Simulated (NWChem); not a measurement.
System: BeBr₂; SMILES [Be]([Br])[Br]

```xyz
3

Be     0.0000     0.0000     0.0000
Br     1.4375     0.3209    -1.2823
Br    -1.4375    -0.3209     1.2823
```
Atoms are numbered in this order, from 1.

Level: PBE0/def2-SVP (NWChem), optimised geometry, unscaled harmonic frequencies. This build's default masses of Se (78.918 u) and Br (79.917 u) are each other's, which moves their modes by up to 0.6 %.

| frequency (cm⁻¹) | IR intensity (km/mol) |
|---|---|
| 212 | 21.2 |
| 212 | 21.2 |
| 236 | 0.0 |
| 1028 | 390.6 |

| Property | Value |
|---|---|
| zero-point energy | 2.4 kcal/mol |
| thermal correction to the enthalpy at 298.15 K (with zero-point energy) | 5.5 kcal/mol |
| heat capacity Cv | 10.7 cal/(mol K) |
| entropy at 298.15 K and 1 atm (symmetry number 2) | 65.6 cal/(mol K) |
| dipole moment | 0.00 D |

Rigid rotor and harmonic oscillator.
